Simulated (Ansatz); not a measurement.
# Ligand exchange through a proton shuttle

Start structure (Si$_{2}$NH$_{8}$O$_{2}$F$_{3}$, closed shell), relaxed at PBE0-D4/def2-TZVP:

```
16
angstrom
Si -0.6358 1.0280 0.1909
O -0.3940 -0.0832 -1.0054
Si 0.6340 -0.0512 -2.3019
F -1.9357 0.2362 0.8246
F 0.7965 1.8272 -0.0721
F -1.4825 2.3608 -0.0558
H 0.2563 -0.5346 1.7723
N 0.1853 0.4973 1.8462
H -0.2988 -1.7587 0.1128
O 0.0471 -2.1608 0.9257
H 0.4933 1.2120 -3.0640
H 2.0407 -0.2299 -1.8633
H 0.2485 -1.1994 -3.1603
H -0.4145 0.7036 2.6383
H 1.1028 0.9067 1.9814
H -0.6433 -2.7540 1.2309
```

The step: Si₂H₃OF₃ ([F][Si]([F])([F])[O][SiH3]) + H₂O + NH₃ → SiNH₂F₃ ([NH2][Si]([F])([F])[F]) + SiH₄O ([OH][SiH3]) + H₂O (still joined by a long Si–O bond); bonds formed: O2–H9, H7–O10; dative contacts that become bonds: Si1–N8; bonds broken: H7–N8, H9–O10; bonds weakened to dative contacts: Si1–O2. Ansatz 0.2.0; basis: def2-TZVPP and def2-QZVPP; cores frozen in the correlated methods. Extrapolation: Hartree–Fock as exp(−7.88 √X), correlation as X^−2.97. Energies below are by CCSD(T) at an estimated basis limit (MP2 extrapolated from triple and quadruple zeta, plus CCSD(T) − MP2 in triple zeta).

What are the electronic barrier and the energy of the step, from the start structure to the end structure? (An estimate is asked for; the value comes from the calculation.)

Computed: Barrier 0.977 eV; step energy 0.773 eV (uphill); reverse barrier, their difference, 0.205 eV. Barrier and step energy count from the start structure, the reverse barrier from the end structure.

The saddle point: One imaginary mode of 612i cm⁻¹.
```json
{"pair": "Si1–N8", "start (Å)": "1.92", "saddle (Å)": "1.77", "end (Å)": "1.73"}
{"pair": "O2–H9", "start (Å)": "2.02", "saddle (Å)": "1.22", "end (Å)": "1.02"}
{"pair": "H7–O10", "start (Å)": "1.85", "saddle (Å)": "1.06", "end (Å)": "0.98"}
{"pair": "Si1–O2", "start (Å)": "1.65", "saddle (Å)": "1.76", "end (Å)": "1.82"}
{"pair": "H7–N8", "start (Å)": "1.04", "saddle (Å)": "1.60", "end (Å)": "2.07"}
{"pair": "H9–O10", "start (Å)": "0.97", "saddle (Å)": "1.20", "end (Å)": "1.55"}
```

Zero-point energy (harmonic, PBE0-D4): ZPE is 2.863 eV at the start and 2.747 eV at the saddle, so the barrier goes from 0.977 to 0.861 eV.

No T1 diagnostic of these runs exceeds 0.012.

Labels in which every atom is bracketed show which atoms are joined, not bond orders.

For scale, one of the runs: CCSD(T)/def2-TZVPP, 382 basis functions, launched by `ansatz run in.yaml --threads 4 --pin off --events-out ev --progress --plain --max-ram 46080MiB --backend cuda --devices 0, --max-vram 37GiB`. The run took 18 s on 4 CPU threads of an AMD EPYC 7R13 and a share of one NVIDIA H100 (shared host), with 0.91 GiB of host memory at its peak.
